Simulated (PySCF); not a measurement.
# Electric properties by functional and basis

Species: C₅H₄F₂.
InChI=1S/C5H4F2/c1-2-3-4-5(6)7/h4-5H,1H2

PySCF, dipoles from the SCF density, polarisabilities from static response with core orbitals frozen. One conformer (not necessarily the lowest) at the PBE0-D3(BJ)/def2-SVP geometry, without solvent, vibrations or thermal averaging.

The anisotropy is √(½[(α1 − α2)² + (α2 − α3)² + (α3 − α1)²]).

```csv
level,μ (D),α (Å³),anisotropy (Å³)
LDA/def2-SVPD,2.795,11.28,12.53
PBE/def2-SVPD,2.684,11.23,12.57
B3LYP/def2-SVPD,2.898,11.04,12.48
PBE0/def2-SVPD,2.887,10.91,12.36
BHandHLYP/def2-SVPD,3.105,10.83,12.50
CAM-B3LYP/def2-SVPD,3.000,10.93,12.37
wB97X-D/def2-SVPD,2.938,10.94,12.27
LC-wPBE/def2-SVPD,2.969,10.70,12.11
HF/def2-SVPD,3.276,10.85,13.03
PBE0/6-31G*,2.455,8.89,12.96
```

The dipole runs from 2.46 D (PBE0/6-31G*) to 3.28 D (HF/def2-SVPD). In one basis (def2-SVPD) the functionals order the polarisability from LC-wPBE (lowest) to LDA (highest), a spread of 5%. With PBE0 the polarisability is 8.89 Å³ without diffuse functions (6-31G*) and 10.91 Å³ with them (def2-SVPD).
